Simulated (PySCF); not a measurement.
Molecule: SMILES C#CC1C[N+](C)(C)C1, [C7H12N]+.

Geometry (Å), atoms numbered from 1 in this order:
```xyz
20

C     3.178    0.752   -0.835
C     2.295   -0.021   -0.598
C     1.203   -0.923   -0.306
C     0.371   -0.529    0.931
N    -0.720   -0.008    0.050
C    -2.070   -0.475    0.370
C    -0.692    1.456   -0.051
C    -0.074   -0.662   -1.130
H     3.974    1.403   -1.045
H     1.563   -1.952   -0.318
H     0.035   -1.380    1.521
H     0.802    0.227    1.585
H    -2.764   -0.171   -0.413
H    -2.085   -1.561    0.451
H    -2.396   -0.048    1.317
H     0.315    1.788   -0.299
H    -1.380    1.789   -0.826
H    -0.990    1.899    0.898
H    -0.600   -1.570   -1.422
H     0.029   -0.004   -1.992
```

Total charge +1.

Frames of a GFN2-xTB Langevin trajectory at 200 K; GIAO PBE0/pcSseg-1 shieldings in PySCF, gas phase, non-relativistic; equivalent atoms averaged within each frame.

Referencing at the same level of theory: TMS for ¹³C (186.93 ppm), ¹H (31.72 ppm); ¹⁵N (267.73 ppm) against NH3. The references are static minima.

How do the shifts (ppm) fluctuate along the trajectory?

## Answers


| time (fs) | C1 | C2 | C4/C8 | C7 | C6 | C3 | N5 | H11/H19 | H10 | H12/H20 |
| --- | --- | --- | --- | --- | --- | --- | --- | --- | --- | --- |
| 250 | 92.2 | 82.9 | 76.5 | 59.0 | 55.4 | 16.7 | 65.8 | 5.46 | 4.21 | 4.06 |
| 425 | 90.0 | 87.1 | 75.0 | 56.4 | 52.2 | 14.7 | 57.6 | 5.55 | 3.43 | 4.33 |
| 625 | 90.6 | 84.3 | 73.0 | 55.0 | 67.1 | 22.1 | 74.1 | 5.13 | 3.84 | 4.20 |
| 800 | 90.3 | 87.9 | 79.1 | 53.2 | 54.7 | 22.9 | 62.8 | 5.34 | 3.56 | 5.12 |
| 1000 | 87.8 | 82.0 | 76.1 | 51.2 | 52.6 | 15.7 | 54.4 | 4.87 | 2.40 | 4.64 |
| mean of frames | 90.2 | 84.8 | 75.9 | 55.0 | 56.4 | 18.4 | 63.0 | 5.27 | 3.49 | 4.47 |
| standard deviation | 1.6 | 2.6 | 2.2 | 3.0 | 6.1 | 3.8 | 7.6 | 0.28 | 0.68 | 0.42 |

5 frames give an uncertainty of the mean of about the standard deviation over 2.2 at best, since frames this close in time may not be independent; classical motion lacks zero-point vibration, and the reference would need the same averaging.
